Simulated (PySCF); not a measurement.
# Ionisation energy of Bi by level of theory

Bi [Xe] 4f14 5d10 6s2 6p3 (4S) → Bi+ [Xe] 4f14 5d10 6s2 6p2 (3P), as a difference of total energies. Calculation: PySCF 2.14, in ANO-RCC-VTZP (8s7p5d3f2g, 93 functions); the spin-free X2C one-electron Hamiltonian (Gaussian nucleus). Correlated levels: valence and next inner shell: [Kr] 4d10 4f14 frozen. The calculations carry no spin-orbit coupling.

| method | ionisation energy (eV) |
| --- | --- |
| UHF | 8.223 |
| MP2 (valence and next inner shell) | 8.772 |
| SCS-MP2 (valence and next inner shell) | 8.598 |
| CCSD (valence and next inner shell) | 8.666 |
| CCSD(T) (valence and next inner shell) | 8.699 |

Q: How much does correlation contribute at CCSD(T) (valence and next inner shell)?

A: 8.699 − (8.223) = 0.476 eV, measured against UHF.

Spin-orbit coupling is strong in these open shells (close to jj coupling). The scalar numbers leave it out and a first-order estimate fails, so it can dominate the gap to the real levels.

Errors of the correlated levels include the incompleteness of this basis and the frozen core.

For comparison: 7.286 eV (measured; NIST Atomic Spectra Database, ionization energies).
